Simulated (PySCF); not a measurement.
Ti(OH)3(NH2) (H5NO3Ti), SMILES [OH][Ti]([NH2])([OH])[OH], multiplicity 1. Atoms are numbered in the order given.

```xyz
10

Ti     0.0320     0.0225    -0.0067
O      1.4068    -0.4674    -1.0661
H      2.2612    -0.8290    -0.8012
O      0.5304     0.4038     1.6780
H      0.5250     1.2542     2.1334
O     -0.7627     1.4681    -0.7388
H     -1.6820     1.5600    -1.0145
N     -1.1754    -1.4158     0.0805
H     -1.2574    -2.1455    -0.6250
H     -1.7200    -1.6596     0.9058
```

Geometry: B3LYP-D3(BJ)/def2-SVP. The multiplicity is an assumed one; no other spin state was optimised. The structure was generated by enumeration; whether it is a known compound was not checked. The values are those of a single conformer.

Level of theory: PBE/def2-TZVP run with PySCF.

Atomic charges (e):

| atom | Löwdin | Mulliken | IAO |
|---|---|---|---|
| Ti1 | 0.21 | 1.32 | 1.34 |
| O2 | -0.23 | [?] | -0.71 |
| H3 | 0.17 | 0.31 | 0.36 |
| O4 | -0.23 | [?] | -0.71 |
| H5 | 0.17 | 0.32 | 0.37 |
| O6 | -0.24 | [?] | -0.72 |
| H7 | 0.17 | 0.32 | 0.36 |
| N8 | -0.33 | [?] | -0.82 |
| H9 | 0.15 | [?] | 0.26 |
| H10 | 0.15 | [?] | 0.26 |

Complete the blanks. (An estimate is asked for; the answer gives what the named calculation found.)


- O2, Mulliken: -0.66
- O4, Mulliken: -0.65
- O6, Mulliken: -0.65
- N8, Mulliken: -0.77
- H9, Mulliken: 0.23
- H10, Mulliken: 0.23
